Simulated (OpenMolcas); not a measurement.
A calculation on Co²⁺.

| Item | Value |
| --- | --- |
| Program | OpenMolcas 26.06 |
| Method | CASSCF |
| Basis | ANO-RCC-VTZP [6s5p3d2f1g] |
| Scalar Hamiltonian | DKH2, point nucleus |
| Active space | 7 electrons in 5 orbitals (3d) |
| State averaging | 2S+1 = 4 even, 10 roots; 2S+1 = 2 even, 40 roots kept (CI in the orbitals of an earlier block) |
| Spin-orbit coupling | RASSI with atomic mean-field integrals over the reference wave functions, term energies averaged over their components |

Problem. Which level of the active space comes out lowest?

Solution. 3d7 4F 9/2, with 100 % of that term; it is also the measured ground level.

Problem. How high does 3d7 2D 5/2(1) lie?

Solution. 27421 cm-1 above the lowest level; measured 23059 cm-1 above the ground level, so the calculation is off by +19 %.

Problem. How high does 3d7 4P 3/2 lie?

Solution. 19369 cm-1 above the lowest level; measured 15428 cm-1 above the ground level, so the calculation is off by +26 %.

Problem. How high does 3d7 2H 9/2 lie?

Solution. 26037 cm-1 above the lowest level; measured 23434 cm-1 above the ground level, so the calculation is off by +11 %.

Problem. The level at 25179 cm-1 has J = 3/2. What is it made of, and what is its g factor?

Solution. 85 % 3d7 2P 3/2, 12 % 3d7 2D(1), 3 % 3d7 4P; g = 1.281, against 1.334 from Landé's formula for the pure leading term.

Measured values: Sugar and Corliss, J. Phys. Chem. Ref. Data 10, 1097 (1981).

Without dynamic correlation excited terms often stand tens of per cent too high (terms of higher spin than the ground term too low), and those without a measured partner can miss by more than the paired ones. Terms from blocks run as CI alone lack orbitals of their own. Measured partners are found by configuration, term and J. A level has none where our copy of the source lacks it or the pairing is in doubt (some pairs that miss far off the trend of their configuration count as doubtful), and it then counts in no deviation. Levels of configurations outside the active space are missing.

A number in round brackets counts repeated terms of one configuration in the order of the reference energies.
